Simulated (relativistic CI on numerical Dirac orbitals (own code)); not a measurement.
## Electric-dipole transitions in Ba¹⁰⁺

These numbers are calculated, not measured: Dirac-Coulomb-Breit CI, separate exchange-only KLI orbitals for each configuration, QED by a radiative potential, unscaled Slater integrals (own radial code, finite nucleus).

Configuration list (outside the closed core [Ar] 3d10): 4s2.4p6.4d10, 4s2.4p6.4d9.4f, 4s2.4p6.4d9.5s, 4s2.4p6.4d9.5p, 4s2.4p5.4d10.4f, 4s2.4p6.4d9.5d, 4s2.4p6.4d9.6s, 4s.4p6.4d10.4f, 4s2.4p6.4d9.6p, 4s2.4p6.4d9.5f. Double excitations out of closed p, d and f shells are left out; levels of such configurations are missing from the list, as are those of other unlisted configurations, and high levels can miss mixing partners.

```csv
λ vac (Å),Lower,Upper,A (s⁻¹),log gf,S velocity/length
75.354,4s2.4p6.4d10 1S_0 [1],4s2.4p6.4d9.5f 1P°_1 [91],2.33e+11,-0.23,0.34
97.501,4s2.4p6.4d10 1S_0 [1],4s2.4p6.4d9.4f 1P°_1 [41],2.63e+12,1.05,0.60
107.80,4s2.4p6.4d9.4f 3H°_4 [16],4s2.4p5.4d10.4f 3G_3 [100],1.33e+11,0.21,0.82
109.54,4s2.4p6.4d9.4f 3G°_5 [31],4s2.4p5.4d10.4f 1G_4 [102],2.42e+11,0.59,0.80
120.56,4s2.4p6.4d9.4f 3P°_2 [10],4s2.4p5.4d10.4f 3D_3 [96],9.00e+10,0.14,0.76
122.77,4s2.4p6.4d9.4f 3H°_4 [16],4s2.4p5.4d10.4f 1F_3 [97],1.93e+11,0.49,0.79
123.22,4s2.4p6.4d9.4f 3H°_5 [13],4s2.4p5.4d10.4f 3G_4 [95],2.67e+11,0.74,0.79
123.30,4s2.4p6.4d9.4f 1H°_5 [25],4s2.4p5.4d10.4f 3F_4 [98],2.19e+11,0.65,0.78
123.73,4s2.4p6.4d9.4f 3H°_6 [11],4s2.4p5.4d10.4f 3G_5 [94],2.70e+11,0.83,0.79
124.58,4s2.4p6.4d10 1S_0 [1],4s2.4p6.4d9.5p 1P°_1 [21],1.27e+11,-0.05,0.87
249.24,4s2.4p6.4d9.5p 3F°_4 [15],4s2.4p6.4d9.6s 3D_3 [56],2.37e+10,0.19,0.97
378.94,4s2.4p6.4d9.5p 3P°_2 [8],4s2.4p6.4d9.5d 3D_3 [43],1.04e+10,0.19,0.97
384.29,4s2.4p6.4d9.5p 3P°_2 [8],4s2.4p6.4d9.5d 3P_2 [39],1.87e+10,0.32,0.98
385.51,4s2.4p6.4d9.5p 3F°_3 [9],4s2.4p6.4d9.5d 3D_3 [43],1.08e+10,0.23,0.97
388.92,4s2.4p6.4d9.5p 3F°_2 [12],4s2.4p6.4d9.5d 3G_3 [49],2.08e+10,0.52,0.97
391.46,4s2.4p6.4d9.5d 3G_4 [38],4s2.4p6.4d9.5f 3H°_5 [70],4.17e+10,1.02,0.93
391.48,4s2.4p6.4d9.5d 3G_3 [49],4s2.4p6.4d9.5f 3H°_4 [85],4.12e+10,0.93,0.93
392.85,4s2.4p6.4d9.5d 3D_3 [43],4s2.4p6.4d9.5f 3F°_4 [74],2.42e+10,0.70,0.95
394.11,4s2.4p6.4d9.5p 3F°_3 [9],4s2.4p6.4d9.5d 3G_4 [38],2.74e+10,0.76,0.98
396.95,4s2.4p6.4d9.5d 3G_5 [40],4s2.4p6.4d9.5f 3H°_6 [69],4.26e+10,1.12,0.92
397.53,4s2.4p6.4d9.5d 1D_2 [45],4s2.4p6.4d9.5f 1F°_3 [78],2.74e+10,0.66,0.96
398.10,4s2.4p6.4d9.5d 3G_4 [51],4s2.4p6.4d9.5f 1H°_5 [86],4.18e+10,1.04,0.94
398.15,4s2.4p6.4d9.5d 3D_3 [44],4s2.4p6.4d9.5f 1G°_4 [76],3.12e+10,0.82,0.95
398.60,4s2.4p6.4d9.5d 3F_2 [53],4s2.4p6.4d9.5f 3F°_3 [88],2.69e+10,0.65,0.94
400.40,4s2.4p6.4d9.5d 3F_3 [54],4s2.4p6.4d9.5f 3G°_4 [89],3.54e+10,0.88,0.96
400.70,4s2.4p6.4d9.5d 3F_4 [46],4s2.4p6.4d9.5f 3G°_5 [77],3.42e+10,0.96,0.96
402.51,4s2.4p6.4d9.5p 3P°_2 [8],4s2.4p6.4d9.5d 3S_1 [37],2.50e+10,0.26,0.98
413.83,4s2.4p6.4d9.4f 3H°_6 [11],4s2.4p6.4d9.5d 3G_5 [40],5.32e+09,0.18,0.82
430.79,4s2.4p6.4d9.5p 3F°_4 [15],4s2.4p6.4d9.5d 3G_5 [40],2.49e+10,0.88,0.97
431.75,4s2.4p6.4d9.5p 1D°_2 [19],4s2.4p6.4d9.5d 1D_2 [45],1.39e+10,0.29,0.95
432.24,4s2.4p6.4d9.5p 3F°_3 [29],4s2.4p6.4d9.5d 3G_4 [51],2.47e+10,0.79,0.97
433.63,4s2.4p6.4d9.5p 1D°_2 [19],4s2.4p6.4d9.5d 3D_3 [44],1.11e+10,0.34,0.97
433.70,4s2.4p6.4d9.5p 3D°_2 [33],4s2.4p6.4d9.5d 3F_3 [54],1.82e+10,0.56,0.97
435.37,4s2.4p6.4d9.5p 3D°_3 [22],4s2.4p6.4d9.5d 3F_4 [46],1.64e+10,0.62,0.97
546.24,4s2.4p6.4d9.5s 3D_3 [2],4s2.4p6.4d9.5p 3D°_3 [22],5.14e+09,0.21,0.97
559.42,4s2.4p6.4d9.5s 3D_2 [3],4s2.4p6.4d9.5p 3D°_3 [22],2.35e+09,-0.11,0.99
560.97,4s2.4p6.4d9.5s 3D_1 [4],4s2.4p6.4d9.5p 3D°_1 [32],6.57e+09,-0.03,0.97
561.25,4s2.4p6.4d9.5s 1D_2 [5],4s2.4p6.4d9.5p 3D°_2 [33],4.62e+09,0.04,0.97
570.13,4s2.4p6.4d9.5s 3D_2 [3],4s2.4p6.4d9.5p 1D°_2 [19],5.79e+09,0.15,0.98
582.59,4s2.4p6.4d9.5s 3D_3 [2],4s2.4p6.4d9.5p 3F°_4 [15],6.99e+09,0.51,0.97
584.06,4s2.4p6.4d9.5s 1D_2 [5],4s2.4p6.4d9.5p 3F°_3 [29],6.63e+09,0.38,0.99
680.77,4s2.4p6.4d9.5s 3D_3 [2],4s2.4p6.4d9.5p 3F°_3 [9],1.50e+09,-0.14,0.95
695.75,4s2.4p6.4d9.5s 3D_1 [4],4s2.4p6.4d9.5p 3F°_2 [12],2.31e+09,-0.08,0.96
701.36,4s2.4p6.4d9.5s 3D_2 [3],4s2.4p6.4d9.5p 3F°_3 [9],2.67e+09,0.14,0.98
702.29,4s2.4p6.4d9.5s 3D_3 [2],4s2.4p6.4d9.5p 3P°_2 [8],3.80e+09,0.15,0.96
```

Terms are leading LS components. Brackets give the number of a level in order of energy, since labels repeat. The list gives strong lines, with weight on those to low levels, among the lowest 103 of 107 levels, so that lines to higher ones, which can be the strongest, are missing. Levels whose partners in the same complex of configurations lie outside the list can be far off, and so can their lines. Rates are taken at the computed energies, electric ones in the length gauge. A velocity-to-length ratio far from 1 marks an uncertain rate.

At this charge transitions that keep the count of f electrons are usually good to a few per cent. Levels and lines within the n = 5 or 6 shells can be off by up to 10 % or somewhat more, and those that change n by about 2 %, since core polarisation is missing. Levels that differ in their count of f electrons can be misplaced by several ten thousand cm⁻¹, since the correlation energy of f electrons is missing or only estimated; rates across such gaps can be off by orders of magnitude.

LS names give the leading component of a level, which can be under half, so a name can repeat, a term be missing and a line seem to break the LS rules.
